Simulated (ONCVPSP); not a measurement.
# What the settings do to the ONCV potential of hafnium (Hf)

Base potential:

```
Element                 : hafnium (Hf)
Generator               : ONCVPSP 4.0.1
Type                    : optimised norm-conserving Vanderbilt (ONCV)
Functional              : PBE
Relativity              : scalar-relativistic
Frozen core             : [Kr] 4d10 4f14
Valence charge          : 12
Reference configuration : 5s2 5p6 5d2.5 6s1.5
Partial waves           : 5s+6s: rc 2.05 bohr, ncon 4, nbas 7, qcut 5.1 1/bohr, 2 projectors; 5p: rc 2.00 bohr, ncon 5, nbas 9, qcut 6.8 1/bohr, 2 projectors, debl 2.9 Ha; 5d: rc 2.95 bohr, ncon 3, nbas 7, qcut 5.4 1/bohr, 2 projectors, debl 1.7 Ha
Local potential         : polynomial inside 1.95 bohr (lpopt 5, dvloc0 6 Ha)
Core correction         : Teter function, fcfact 5.75, rcfact 1.25
```

All-electron outer shells of the reference configuration (PBE, scalar-relativistic, ld1.x):

| shell | level (eV) | outermost node (bohr) | outermost maximum (bohr) |
| --- | --- | --- | --- |
| 5s | -66.26 | 0.55 | 1.01 |
| 5p | -34.88 | 0.60 | 1.16 |
| 4f | -16.09 | – | 0.45 |
| 6s | -4.90 | 1.37 | 2.93 |
| 5d | -2.30 | 0.67 | 1.71 |

Cutoffs, loose and tight: the cutoffs (Ha) at which the residual kinetic energy of the hardest occupied pseudo-wave falls to 1 and 0.1 mHa per electron. They do not see the model core or the augmentation charge, which bear on the density cutoff. Test errors are all-electron minus pseudo excitation energies from the reference, over the configurations 5s2 5p6 5d2 6s2; 5s2 5p6 5d2 6s1; 5s2 5p6 5d2 6s0; 5s2 5p6 5d3 6s1. A dash means not determined; rows that change the core or the reference have their own tests.

| change | outcome | cutoff, loose | cutoff, tight | bound ghosts | GHOST(+) flags above zero | largest test error (meV) |
| --- | --- | --- | --- | --- | --- | --- |
| base | generated | 14 Ha | 19 Ha | none | none | +5.5 |
| all radii but the core radius scaled by about 0.77 (s 1.58, p 1.54, d 2.28 bohr); local potential polynomial inside 1.50 bohr (lpopt 5, dvloc0 6 Ha) | generated | 41 Ha | 95 Ha | none | none | +10 |
| all radii but the core radius scaled by about 0.88 (s 1.80, p 1.76, d 2.60 bohr); local potential polynomial inside 1.72 bohr (lpopt 5, dvloc0 6 Ha) | generated | 19 Ha | 35 Ha | none | none | +8.0 |
| all radii but the core radius scaled by about 0.94 (s 1.92, p 1.88, d 2.76 bohr); local potential polynomial inside 1.82 bohr (lpopt 5, dvloc0 6 Ha) | generated | 16 Ha | 21 Ha | none | none | +7.0 |
| all radii but the core radius scaled by about 1.08 (s 2.22, p 2.16, d 3.18 bohr); local potential polynomial inside 2.10 bohr (lpopt 5, dvloc0 6 Ha) | generated | 9.6 Ha | 16 Ha | none | none | +3.9 |
| all radii but the core radius scaled by about 1.15 (s 2.36, p 2.30, d 3.40 bohr); local potential polynomial inside 2.26 bohr (lpopt 5, dvloc0 6 Ha) | generated | 9.9 Ha | 12 Ha | none | none | +5.0 |
| all radii but the core radius scaled by about 1.22 (s 2.50, p 2.44, d 3.60 bohr); local potential polynomial inside 2.38 bohr (lpopt 5, dvloc0 6 Ha) | generated | 10 Ha | 12 Ha | none | none | +6.5 |
| all radii but the core radius scaled by about 1.33 (s 2.74, p 2.66, d 3.94 bohr); local potential polynomial inside 2.60 bohr (lpopt 5, dvloc0 6 Ha) | generated | 11 Ha | 13 Ha | none | none | +9.5 |

Reading the sweep of the scale of all radii but the core radius (base = 1) (base included, trends over the rows without a ghost): The loose cutoff is not monotonic: lowest 9.6 Ha at 1.08, highest 41 Ha at 0.77. The median size of the test errors (rows with all tests solved) rises from 1.7 meV at 0.77 to 6.2 meV at 1.33, with one reversal. More of the atom is replaced by a form fitted at one configuration, so other configurations suffer as the radius grows.
